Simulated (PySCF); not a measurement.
A PySCF script (with the pyscf-properties extension) for the NMR shieldings of SMILES C#CB(N)C[SiH2]CC=C, C₆H₁₂BNSi, on a GFN2-xTB geometry:

```python
import basis_set_exchange as bse
import numpy as np
from pyscf import gto, dft
from pyscf.prop import nmr

atoms = """
C    -0.986624    2.813781    0.915634
C    -1.408853    1.737237    0.583415
B    -1.914080    0.372306    0.137415
N    -3.026324   -0.171545    0.765750
C    -1.157241   -0.433239   -0.994819
Si    0.110502   -1.653421   -0.267334
C     1.283935   -0.764031    0.953177
C     1.966442    0.380719    0.296074
C     3.228906    0.380951   -0.094002
H    -0.615462    3.754126    1.207482
H    -3.529500    0.287642    1.505770
H    -3.406842   -1.071199    0.526455
H    -1.856738   -1.006999   -1.603832
H    -0.628090    0.237702   -1.671723
H    -0.579186   -2.729990    0.468248
H     0.903908   -2.250280   -1.352500
H     0.697479   -0.399010    1.797541
H     2.020596   -1.471041    1.334916
H     1.340316    1.246314    0.123117
H     3.870427   -0.470602    0.068338
H     3.677508    1.227521   -0.585579
"""
names = dict.fromkeys(["C", "B", "N", "Si", "H"], "pcSseg-1")
basis = {el: gto.basis.parse(bse.get_basis(n, elements=[el], fmt="nwchem")) for el, n in names.items()}
mol = gto.M(atom=atoms, basis=basis, charge=0, verbose=0)
mf = dft.RKS(mol, xc="PBE0")
mf.grids.level = 2
mf.grids.alignment = dft.numint.BLKSIZE   # the property module wants whole blocks of grid points
mf.conv_tol = 1e-9
mf.kernel()

calc = nmr.RKS(mf)   # GIAO
C = mf.mo_coeff
Co = C[:, mf.mo_occ > 0]
resp = mf.gen_response(singlet=True, hermi=2)
def vind(x):   # induced exchange potential for any number of trial vectors
    d = np.einsum("pi,xij,qj->xpq", C, 2 * x.reshape(-1, C.shape[1], Co.shape[1]), Co, optimize=True)
    return np.einsum("xpq,pi,qj->xij", resp(d - d.transpose(0, 2, 1)), C, Co, optimize=True).ravel()
mo1, _ = nmr.rhf.solve_mo1(calc, with_cphf=vind)
sigma = calc.kernel(mo1)
for i, s in enumerate(sigma):   # ppm
    print("%2d %-2s %9.2f" % (i, mol.atom_pure_symbol(i), np.trace(s) / 3))
```

Q: Give the expected output.

A: 
```
 0 C      82.73
 1 C      91.51
 2 B      67.97
 3 N     153.62
 4 C     181.48
 5 Si    384.31
 6 C     163.80
 7 C      41.79
 8 C      68.85
 9 H      29.17
10 H      27.50
11 H      27.85
12 H      31.41
13 H      30.82
14 H      27.39
15 H      27.50
16 H      29.82
17 H      29.97
18 H      24.75
19 H      26.45
20 H      26.56
```

These numbers come from an equivalent density-fitted implementation of the same equations, which agrees with the script to about 0.01 ppm for H and up to a few tenths of a ppm for heavy atoms, so last digits may differ.

Size and cost of the density-fitted run: 220 basis functions, 64 s wall time on 1 thread of an Intel Xeon Platinum 8375C, shared host; peak memory 0.99 GiB.
